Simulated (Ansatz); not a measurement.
Cost and result up the ladder for PbCl2 (3 atoms). Charge 0, multiplicity 1. Geometry: PBE0-D4/def2-TZVP.

```tsv
atom	x (Å)	y (Å)	z (Å)
Pb1	0.700	0.756	-0.249
Cl2	-1.232	-0.096	-1.502
Cl3	0.532	-0.660	1.751
```

Ansatz on 4 threads of Arm Neoverse V2 on a shared host. Times are rough, and most runs start from the orbitals of an earlier one. r2SCAN0-D4/def2-TZVP serves as the yardstick here, not as an exact answer. Differences are given only for rows in sets of like size (and for xTB, whose basis is part of the method), since another set adds its own error. Binding counts from free atoms at the same level (Pb triplet, Cl doublet; other spins of the atoms weren't run), without zero-point energy or a counterpoise term.

In the def2 sets Pb takes a core potential; there is no spin–orbit coupling. Correlated methods freeze 14 core orbitals; core or outer-core shells of Pb are correlated, in sets that lack core-valence functions. The structure comes from a short search, and lower isomers may exist.

Correlated methods converge slowly with the basis.

```tsv
level	functions	binding energy per atom (eV)	difference from r2SCAN0-D4/def2-TZVP (eV)
B97M-V/def2-TZVP	124	2.78	0.25
r2SCAN0-D4/def2-TZVP	124	2.53	0.00
BHLYP-D4/def2-TZVP	124	2.46	-0.07
PBE-D4/def2-TZVPD	148	2.73	0.20
PBE0-D4/def2-SVP	62	2.56	–
RPA@PBE/def2-TZVP	124	2.20	-0.33
PBE-D4/def2-SVP	62	2.69	–
PBE-D4/def2-TZVP	124	2.73	0.20
r2SCAN-D4/def2-TZVPD	148	2.65	0.12
CCSD(T)/def2-TZVPP	134	2.47	-0.06
revPBE-D4/def2-TZVP	124	2.63	0.10
PBE0-D4/def2-TZVP	124	2.61	0.08
MP2/def2-TZVP	124	2.59	0.06
BLYP-D4/def2-TZVP (with forces)	124	2.64	0.11
```

Problem. Estimate how long each takes.

Solution. PBE-D4/def2-SVP 0.4 s; PBE0-D4/def2-SVP 0.55 s; PBE-D4/def2-TZVP 0.7 s; revPBE-D4/def2-TZVP 0.7 s; MP2/def2-TZVP 0.85 s; PBE-D4/def2-TZVPD 0.95 s; BLYP-D4/def2-TZVP (with forces) 1.1 s; PBE0-D4/def2-TZVP 1.1 s; BHLYP-D4/def2-TZVP 1.1 s; RPA@PBE/def2-TZVP 1.4 s; r2SCAN0-D4/def2-TZVP 2 s; r2SCAN-D4/def2-TZVPD 2.2 s; B97M-V/def2-TZVP 3 s; CCSD(T)/def2-TZVPP 4.2 s. On shared hardware such times vary by a factor of up to 3.
